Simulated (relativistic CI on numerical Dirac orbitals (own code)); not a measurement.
**Sensitivity of the levels of Mg I to α**

Calculated at this level of theory: Dirac-Coulomb-Breit CI, KLI orbitals optimised for each configuration, valence Slater integrals scaled by 0.85, P86 correlation energy added to each configuration, derivatives by finite differences, QED left out (own radial code, finite nucleus).

Configurations in the expansion (outside the closed core [Ne]): 3s2, 3s.3p, 3s.4s, 3s.3d, 3s.4p, 3s.5s, 3s.4d, 3s.5p. Levels of other configurations are missing.

With x = (α/α₀)² − 1 an excitation energy changes as ω = ω₀ + qx; K = 2q/ω₀ is the relative enhancement. Terms are leading LS components, so labels can repeat.

Lowest level 3s2 1S_0.

```tsv
Level	ω₀ (cm⁻¹)	q (cm⁻¹)	K
3s.3p 3P°_0	16646.6	77.72	0.00934
3s.3p 3P°_1	16664.8	95.92	0.0115
3s.3p 3P°_2	16701.7	133	0.0159
3s.3p 1P°_1	32548.9	84.42	0.00519
3s.4s 3S_1	37176.7	61.42	0.0033
3s.4s 1S_0	39509.4	63.78	0.00323
3s.3d 3D_3	43858.4	84.78	0.00387
3s.3d 3D_2	43858.6	84.97	0.00387
3s.3d 3D_1	43858.8	85.14	0.00388
3s.4p 3P°_0	43922.1	74.34	0.00338
3s.4p 3P°_1	43924.9	77.16	0.00351
3s.4p 3P°_2	43930.7	82.93	0.00378
3s.3d 1D_2	44841.3	79.26	0.00354
3s.4p 1P°_1	46820.6	88.97	0.0038
3s.5s 3S_1	48312.6	72.92	0.00302
3s.5s 1S_0	49254.8	74.24	0.00301
3s.4d 3D_3	50661.9	82.31	0.00325
3s.4d 3D_2	50662.0	82.44	0.00325
3s.4d 3D_1	50662.1	82.55	0.00326
3s.5p 3P°_0	50774.9	77.3	0.00304
3s.5p 3P°_1	50776.2	78.68	0.0031
3s.5p 3P°_2	50779.0	81.49	0.00321
3s.4d 1D_2	51360.1	77.62	0.00302
```

Correlation outside the listed configurations is missing or only estimated: errors of thousands of cm⁻¹ between configurations and terms are usual at this charge. Rates and lifetimes follow the computed energies and can be off by large factors. The fine structure of a lone outer electron comes out too small, for d and f at times inverted, and misplaced configurations move strength between like terms.
